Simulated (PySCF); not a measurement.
Species: CH2F3Ge (charge 0, doublet). It need not be the lowest isomer of its formula. 
Geometry from a B3LYP-D3(BJ)/def2-TZVP (Ansatz) optimisation:
```
Ge
F 1 1.7214
F 1 1.7215 2 106.80
F 1 1.7229 2 105.21 3 -111.25
C 1 1.8969 2 112.35 4 -124.85
H 5 1.0808 1 120.65 2 26.80
H 5 1.0808 6 118.60 1 -179.48
```
Charge 0, spin multiplicity 2.

Dispersion corrections to the total energy (kcal/mol) from the dftd3 and dftd4 libraries through PySCF: D3(BJ) without and D4 with the three-body term, each with the damping fitted for the functional named.

```tsv
functional	D3(BJ)	D4
TPSSh	___	-3.56
B2PLYP	___	-2.02
BHLYP	-3.77	-3.68
PBE	-2.49	___
LC-wPBE	-2.45	-3.27
B2GP-PLYP	-2.09	-1.22
TPSS	-3.19	-3.94
```

### Question
Some entries are withheld; supply them.

### Answer

- TPSSh, D3(BJ): -2.94
- B2PLYP, D3(BJ): -2.21
- PBE, D4: -2.92
